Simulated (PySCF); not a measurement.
Cartesian coordinates (Å):
SMILES: [N](C)C
```xyz
9

C      1.1619     0.0606    -0.3858
N      0.1530     0.5667     0.4914
C     -1.1375     0.0320     0.1879
H      0.9325     0.2872    -1.4498
H      2.1484     0.4857    -0.1453
H      1.2355    -1.0472    -0.3272
H     -1.4383     0.2527    -0.8594
H     -1.1498    -1.0764     0.2732
H     -1.9058     0.4388     0.8630
```
Charge 0, spin multiplicity 2.

Q: Estimate the highest occupied spin orbital, dipole moment and total energy that PBE-D3(BJ)/def2-TZVP // r2SCAN-D4/def2-SVP run with PySCF 2.14.0 returns for this input.

A: 
```json
{
 "highest_occupied_spin_orbital": "-5.55 eV",
 "dipole_moment": "1.71 D",
 "total_energy": "-134.3783 Ha"
}
```
